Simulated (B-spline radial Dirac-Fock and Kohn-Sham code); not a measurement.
## Binding energies of Ir at several levels of theory

System: the Ir atom, [Xe] 4f14 5d8 6s1 (an excited configuration).

The density-functional columns are spherical, spin-unpolarised Dirac-Kohn-Sham results without Breit or QED terms: −ε is minus the orbital energy of the initial state and ΔSCF the difference of two total energies. The reference in the last column comes from ΔSCF Dirac-Fock with Breit, self-energy and vacuum polarisation, finite nucleus, configuration average. All numbers are from a radial finite-basis atomic code, in eV; a selection of levels is shown. The Kohn-Sham columns are given as differences from the reference. For the 1s level of heavy atoms much of the gap between ΔSCF and the reference is the Breit and QED part, -399.0 eV here; for other levels the error of the functional can be larger.

```
     level  LDA −ε − DF  LDA ΔSCF − DF  Dirac-Fock
    K (1s)       -196.0         +388.0     76114.6
   L1 (2s)       -162.3          -56.5     13433.3
L2 (2p1/2)       -111.5          +25.8     12832.0
L3 (2p3/2)       -128.1          -12.2     11222.8
   M1 (3s)        -85.6          -56.2      3186.9
M2 (3p1/2)        -67.0          -35.3      2920.2
M3 (3p3/2)        -66.5          -38.1      2563.8
   N1 (4s)        -45.7          -33.1       704.5
N2 (4p1/2)        -37.7          -25.2       591.6
N3 (4p3/2)        -37.5          -25.7       507.1
N6 (4f5/2)         -7.7           +2.9       69.20
N7 (4f7/2)         -7.8           +2.7       66.20
O2 (5p1/2)         -7.9           -1.6       70.34
O3 (5p3/2)         -8.2           -2.2       57.00
 O4,5 (5d)         -2.6           +2.2        8.31
   P1 (6s)         -1.4           +2.1        7.24
```

Values without a named source are computed, but for edge energies of neutral atoms, which are taken from tables.
